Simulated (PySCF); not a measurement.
How the method moves the HOMO and LUMO of CF3SO3H

Compound: CF3SO3H.
Structure used (PBE0-D3(BJ)/def2-SVP), in Å, numbered top down from 1:
```
atom  x, y, z in Å
O1    -0.755   -0.046    1.716
S2    -0.756   -0.284    0.291
O3    -1.400   -1.397   -0.346
O4    -1.248    1.050   -0.463
C5     1.017   -0.283   -0.253
F6     1.570    0.870    0.089
F7     1.641   -1.271    0.353
F8     1.093   -0.439   -1.557
H9    -1.149    1.802    0.144
```

Basis pcSseg-1 throughout (PySCF), one geometry. Geometry: PBE0-D3(BJ)/def2-SVP, one conformer, isolated molecule.

Task: How do the orbital energies, the gap and the dipole change with the method?

Result: 
| method | kind | HOMO (eV) | LUMO (eV) | gap (eV) | μ (D) | SCF cycles |
| --- | --- | --- | --- | --- | --- | --- |
| BLYP | GGA | -8.11 | -0.89 | 7.22 | 2.67 | 16 |
| OPBE | GGA | -8.22 | -0.66 | 7.56 | 2.65 | 17 |
| PBE | GGA | -8.25 | -0.86 | 7.39 | 2.68 | 17 |
| KT2 | GGA | -8.40 | -1.01 | 7.39 | 2.64 | 17 |
| LDA | LDA | -8.53 | -1.11 | 7.41 | 2.74 | 16 |
| B3LYP | global hybrid | -9.70 | -0.28 | 9.42 | 2.76 | 15 |
| PBE0 | global hybrid | -10.00 | 0.11 | 10.12 | 2.78 | 15 |
| wB97X-D | range-separated hybrid | -11.97 | 1.94 | 13.91 | 2.81 | 14 |
| HF | Hartree–Fock | -14.17 | 3.37 | 17.54 | 3.05 | 11 |

The HOMO spans 6.06 eV, from BLYP down to HF, and the gap runs from 7.22 eV (BLYP) to 17.54 eV (HF). Over the methods BLYP (0 %), OPBE (0 %), PBE (0 %), KT2 (0 %), LDA (0 %), B3LYP (20 %), PBE0 (25 %), HF (100 %), a straight line through the gap against the share of exact exchange rises by 1.02 eV for each 10 % (correlation coefficient 1.000). The dipole ranges from 2.64 D (KT2) to 3.05 D (HF). This basis has no diffuse functions.

The vertical ΔSCF ionisation energy at CAM-B3LYP/def2-SVPD is 12.69 eV; −ε(HOMO) comes closest to it with wB97X-D (11.97 eV).
